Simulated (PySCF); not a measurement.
# Al⁺ (aluminium, charge +1): UHF calculation

Configuration: [Ne] 3s2, closed-shell 1S. Calculation: PySCF 2.14, in aug-cc-pV(T+d)Z; no relativity, point nucleus.

| Item | Value |
| --- | --- |
| Total energy | -241.673453 hartree |
| One-electron energy | -332.8460 hartree |
| Hartree (Coulomb) energy | 109.0646 hartree |
| Exchange energy | -17.8921 hartree |
| Kinetic energy | 241.65349 hartree |
| ⟨S²⟩ | 0.0000 |
| ⟨L²⟩ | 0.000 |
| Sum of ⟨r⟩ | 9.942 bohr |
| Sum of ⟨r²⟩ | 17.30 bohr² |
| Density at the nucleus (Gaussians lack the cusp) | 1380 bohr⁻³ |
| Langevin diamagnetic susceptibility | -13.7 ×10⁻⁶ cm³/mol |

| shell | electrons | mean orbital energy (hartree) | rms radius, mean of both spins (bohr) |
| --- | --- | --- | --- |
| 1s | 2 | -58.81303 | 0.139 |
| 2s | 2 | -5.21747 | 0.677 |
| 2p | 6 | -3.52257 | 0.675 |
| 3s | 2 | -0.65226 | 2.61 |
